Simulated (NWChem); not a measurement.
System: HfH2F2; SMILES [F][HfH2][F]

Here is an NWChem input.

```
start job
memory heap 200 mb stack 900 mb global 1100 mb
geometry units angstroms noautosym nocenter noautoz
  Hf     0.000000     0.000000    -0.033797
  F      1.601692     0.000000     0.981327
  F     -1.601692     0.000000     0.981327
  H      0.000000    -1.491497    -1.116515
  H      0.000000     1.491497    -1.116515
end
basis spherical
  * library def2-svpd
end
ecp
  Hf library def2-ecp
end
dft
  xc b3lyp
  iterations 150
end
property
  response 1 0.0
end
task dft property
```

NWChem printed, in part:

```
             Northwest Computational Chemistry Package (NWChem) 7.3.0
             --------------------------------------------------------

                             Geometry "geometry" -> ""
                             -------------------------

 Output coordinates in angstroms (scale by  1.889725989 to convert to a.u.)

  No.       Tag          Charge          X              Y              Z
 ---- ---------------- ---------- -------------- -------------- --------------
    1 Hf                  72.0000     0.00000000     0.00000000    -0.03379700
    2 F                    9.0000     1.60169200     0.00000000     0.98132700
    3 F                    9.0000    -1.60169200     0.00000000     0.98132700
    4 H                    1.0000     0.00000000    -1.49149700    -1.11651500
    5 H                    1.0000     0.00000000     1.49149700    -1.11651500

 Effective nuclear repulsion energy (a.u.)     422.8490313226

                                 NWChem DFT Module
                                 -----------------

 Summary of "ao basis" -> "ao basis" (spherical)
 ------------------------------------------------------------------------------
       Tag                 Description            Shells   Functions and Types
 ---------------- ------------------------------  ------  ---------------------
 Hf                        def2-svpd                13       35   6s4p2d1f
 F                         def2-svpd                 9       23   4s3p2d
 H                         def2-svpd                 4        8   2s2p

            General Information
            -------------------
          SCF calculation type: DFT
          Wavefunction type:  closed shell.
          No. of atoms     :     5
          No. of electrons :    32
           Alpha electrons :    16
            Beta electrons :    16
          Charge           :     0
          Spin multiplicity:     1
          Use of symmetry is: off; symmetry adaption is: off
          Maximum number of iterations: 150
          AO basis - number of functions:    97
                     number of shells:    39
          Convergence on energy requested:  1.00D-06
          Convergence on density requested:  1.00D-05
          Convergence on gradient requested:  5.00D-04

              XC Information
              --------------
                         B3LYP Method XC Potential
                     Hartree-Fock (Exact) Exchange  0.200
                        Slater Exchange Functional  0.800 local
                    Becke 1988 Exchange Functional  0.720 non-local
              Lee-Yang-Parr Correlation Functional  0.810
                  VWN I RPA Correlation Functional  0.190 local

             Grid Information
             ----------------
          Grid used for XC integration:  medium
          Radial quadrature: Mura-Knowles
          Angular quadrature: Lebedev.
          Tag              B.-S. Rad. Rad. Pts. Rad. Cut. Ang. Pts.
          ---              ---------- --------- --------- ---------
          Hf                  1.55      123          10.0       590
          F                   0.50       49          11.0       434
          H                   0.35       45          10.0       434
          Grid pruning is: on
          Number of quadrature shells:   311
          Spatial weights used:  Erf1

      Superposition of Atomic Density Guess
      -------------------------------------

 Sum of atomic energies:        -251.53127530

      Non-variational initial energy
      ------------------------------

 Total energy =    -246.593559
 1-e energy   =    -530.128729
 2-e energy   =     196.525438
 HOMO         =      -0.312248
 LUMO         =       0.014269

   convergence    iter        energy       DeltaE   RMS-Dens  Diis-err
 ---------------- ----- ----------------- --------- --------- ---------
 d= 0,ls=0.0,diis     1   -248.7172338072 -3.36D+02  3.08D-02  1.43D+00
 d= 0,ls=0.0,diis     2   -247.4611092693  1.26D+00  1.87D-02  1.63D+01
 d= 0,ls=0.0,diis     3   -248.9100376605 -1.45D+00  2.89D-03  4.82D-02
 d= 0,ls=0.0,diis     4   -248.9151759855 -5.14D-03  8.39D-04  1.03D-02
 d= 0,ls=0.0,diis     5   -248.9164108465 -1.23D-03  1.05D-04  7.47D-05
  Resetting Diis
 d= 0,ls=0.0,diis     6   -248.9164214326 -1.06D-05  1.56D-05  2.45D-06
 d= 0,ls=0.0,diis     7   -248.9164218099 -3.77D-07  5.09D-06  1.27D-07

         Total DFT energy =     -248.916421809899
      One electron energy =     -532.334178724556
           Coulomb energy =      224.007727823729
    Exchange-Corr. energy =      -27.599703511013
 Nuclear repulsion energy =       87.009732601941

 Numeric. integr. density =       31.999990845149

                       DFT Final Molecular Orbital Analysis
                       ------------------------------------

[...]

 DFT Linear Response polarizability / au
 Frequency  =       0.0000000 / au
              X              Y              Z
 -----------------------------------------------
 X      40.8094126      0.0000002     -0.0000005
 Y       0.0000002     45.7731156      0.0000005
 Z      -0.0000005      0.0000005     42.7890219
 -----------------------------------------------
 Eigenvalues =      40.8094126     45.7731156     42.7890219
 Isotropic   =      43.1238500
 Anisotropic =       4.3279335
 -----------------------------------------------

 Magnetic Dipole Response Matrix (nonzero elements):

 Exiting AOResponse driver routine
```

Level: B3LYP/def2-SVPD with def2 effective core potentials on Hf. Structure relaxed at the PBE0/def2-SVP level. Not confirmed as a minimum by frequencies. def2 effective core potentials on Hf; no spin-orbit coupling.
